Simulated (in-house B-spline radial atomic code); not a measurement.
TDHF excitations of Ar IX (Ar8+)

Method: TDHF. Computed with a B-spline radial code for spherical atoms: linear response of the closed shell [He] 2s2 2p6 with bare exchange (time-dependent Hartree-Fock); scalar-relativistic (spin-free one-electron X2C), finite nucleus, no spin-orbit coupling, no double excitations, S, P, D and F terms only. Only terms of natural parity with L up to 3 were computed.

Command:
```bash
python run_td.py task.json out
```
Settings (radii: box in bohr, nucleus in fm):
```
Z                        18
electrons                10
configuration            [He] 2s2 2p6
hamiltonian              x2c
method                   hf
box_radius               11.59
rms_radius               3.4274
intervals                70
```

Cost of the run: 0.5 s on 1 thread of Arm Neoverse N1, on a shared host.

The lowest states, in the order of their Tamm-Dancoff energies; the method's threshold (minus the highest occupied level) is 424.89 eV. Labels give the largest channel, * marks a mixed state, and oscillator strengths are full-response dipole values. Energies in eV:

| state | full response | Tamm-Dancoff | oscillator strength |
| --- | --- | --- | --- |
| 2p → 3s 3P | 253.15 | 253.21 | - |
| 2p → 3s 1P | 255.17 | 255.20 | 0.243 |
| 2p → 3p 3S | 267.26 | 267.39 | - |
| 2p → 3p 3D | 270.69 | 270.74 | - |
| 2p → 3p 1D | 272.26 | 272.27 | - |
| 2p → 3p 1S | 282.65 | 283.31 | - |
| 2p → 3d 3P | ? | ? | - |
| 2p → 3d 3F | ? | ? | - |
| 2p → 3d 1F | 295.90 | 295.91 | - |
| 2p → 3d 1P | 300.54 | 300.76 | 2.04 |

Problem. Where does 2p → 3d 3P lie?

Solution. At 293.31 eV in full response, 293.33 eV in Tamm-Dancoff.

Problem. Where does 2p → 3d 3F lie?

Solution. At 294.47 eV in full response, 294.52 eV in Tamm-Dancoff.

Problem. How large is the singlet-triplet splitting of 2p → 3s (P terms) in Tamm-Dancoff?

Solution. 1.99 eV, from the unrounded values.

Problem. What polarisabilities and dispersion coefficient does the method give?

Solution. Dipole 0.03709 bohr³, quadrupole 0.01077 bohr⁵, C6 0.01362 hartree·bohr⁶ for two such species.
